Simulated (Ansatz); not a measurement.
Reaction (ligand exchange at a B–C bond): `OC(F)B(F)F` + H₂S → `FB(F)S` + `OCF`

Calculated with Ansatz (gas phase, PBE0-D4/def2-TZVP geometries, no zero-point term in ΔE). CCSD(T)/CBS is the MP2 limit (def2-TZVPP, def2-QZVPP) plus CCSD(T) − MP2 in def2-TZVPP, frozen cores. This one scheme is used for every species. Functionals use def2-TZVPP. Each species was taken in one conformer, which may not be the lowest.

```json
{"level": "revPBE-D4", "ΔE (kcal/mol)": "-20.1"}
{"level": "PBE0-D4", "ΔE (kcal/mol)": "-20.3"}
{"level": "revPBE", "ΔE (kcal/mol)": "-20.7"}
{"level": "HF/def2-QZVPP", "ΔE (kcal/mol)": "-19.2"}
```

**Question.** What does CCSD(T)/CBS give? (Best estimate.)

**Answer.** Computed: -19.5 kcal/mol. The listed levels differ from it by -0.6, -0.8, -1.2, 0.3 kcal/mol.

Largest T1 diagnostic among the species: 0.013.

Leaving LDA and LC-ωPBE aside and taking each functional with its dispersion term where it has one, the values, not all of them listed here, spread over 2.1 kcal/mol, from B97M-V to CAM-B3LYP-D4.
